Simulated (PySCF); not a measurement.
**C₆ coefficients of unlike pairs at UHF**

Calculated with PySCF 2.14 from the dipole response of each species, C₆(A,B) = (3/π) ∫ α_A(iu) α_B(iu) du, in atomic units, from isotropic polarisabilities. For ions this is the dispersion term alone; charge-induced terms of lower order in 1/R come first.

```tsv
species	configuration	basis	relativity	α (bohr³)	C₆ (like pair)
Al	[Ne] 3s2 3p1 (2P)	dyall-av3z (19s12p3d2f)	spin-free X2C	61.18	552.2
Mo²⁺	[Kr] 4d4 (5D)	aug-cc-pVDZ-PP with ECP28MDF (5s5p4d2f)	core potential	9.271	49.11
In²⁺	[Kr] 4d10 5s1 (2S)	aug-cc-pwCVTZ-DK3 (10s9p7d4f1g)	spin-free X2C	17.51	82.73
He	1s2 (1S)	aug-cc-pVTZ with one added diffuse shell each of s, p, d type (5s4p3d)	none	1.324	1.378
```

Estimate C₆ for He with In²⁺.

The integral gives 9.991. The combination rule 2 C_A C_B / (C_A α_B/α_A + C_B α_A/α_B) gives 9.314 and the geometric mean 10.68.

No spin-orbit coupling is included.

The other pairs:

| pair | C₆ |
| --- | --- |
| Mo²⁺, Al | 133.1 |
| He, Al | 20.67 |
| In²⁺, Mo²⁺ | 61.49 |
| He, Mo²⁺ | 8.187 |
| In²⁺, Al | 198.7 |
